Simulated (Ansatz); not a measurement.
This geometry of CH₇NSSi (11 atoms, charge 0, multiplicity 1) is a first-order saddle point.

Level of theory: Ansatz, RKS PBE-D4/def2-SVP.

```xyz
11
Properties=species:S:1:pos:R:3
C -1.061 0.960 -0.332
Si 0.064 -0.416 0.284
N 1.604 0.216 0.818
S 0.603 -1.757 -1.339
H -2.036 0.559 -0.679
H -1.268 1.683 0.484
H -0.580 1.506 -1.168
H -0.682 -1.175 1.361
H 1.661 0.559 1.782
H 2.433 -0.350 0.616
H -0.673 -1.841 -1.807
```

Problem. Which two structures does it join? (They come from a converged band through this point; their orientation in space is the band's.)

Solution. No bond is made or broken. The height of N3 over the plane of its neighbours goes from 0.22 to 0.26 Å.

Initial state:

```xyz
11
Properties=species:S:1:pos:R:3
C -1.017 1.088 -0.220
Si 0.035 -0.431 0.133
N 1.566 0.129 0.735
S 0.530 -1.580 -1.644
H -1.988 0.790 -0.664
H -1.230 1.655 0.710
H -0.501 1.762 -0.934
H -0.758 -1.376 1.012
H 1.594 0.940 1.358
H 2.297 -0.545 0.974
H -0.463 -2.490 -1.441
```

Final state:

```xyz
11
Properties=species:S:1:pos:R:3
C -1.024 0.954 -0.350
Si 0.040 -0.440 0.331
N 1.490 0.194 1.056
S 0.536 -1.807 -1.304
H -1.967 0.562 -0.783
H -1.281 1.668 0.458
H -0.487 1.504 -1.150
H -0.676 -1.176 1.432
H 1.991 -0.404 1.717
H 2.160 0.685 0.457
H -0.716 -1.799 -1.844
```

Problem. How far does it lie above each of them?

Solution. 0.095 eV above the first and 0.107 eV above the second. This is the barrier of this one path; another mechanism may lie lower.

Time of the run: 3 min on 2 threads of Arm Neoverse V2, on a shared host, peak memory 0.13 GiB.
